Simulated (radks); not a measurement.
Q: These are the eigenvalues of the occupied orbitals of an atom or ion with whole-number occupations (eV). Method: scalar-relativistic Kohn-Sham, BLYP, spin-polarised, spherical densities, finite nucleus; Fermi nuclear charge, rms radius of each element as measured or else 0.836 A^(1/3) + 0.57 fm; computed with a radial shooting solver on a logarithmic mesh with Libxc functionals.

1s: -71741.22
2s: -12520.22
2p: -10941.93
3s: -2972.534
3p: -2506.945
3d: -1978.369
4s: -696.1302
4p: -543.3421
4d: -351.4365
5s: -178.6590
5p: -138.2939
4f: -138.0898

Which element is it, and in what charge state? The configuration may be excited. Open shells, if any, are filled with parallel spins first.

A: Z = 75, rhenium, charge +7: Re7+ in [Xe] 4f14. The list shows which subshells hold electrons but not how many an open one holds; the 1s level, -2636.4 hartree, gives Z - s = 72.6 by -(Z - s)^2/2, which with screening and relativity narrows Z to a few neighbours, and the depths of the outer levels then fix element, charge and occupations together.
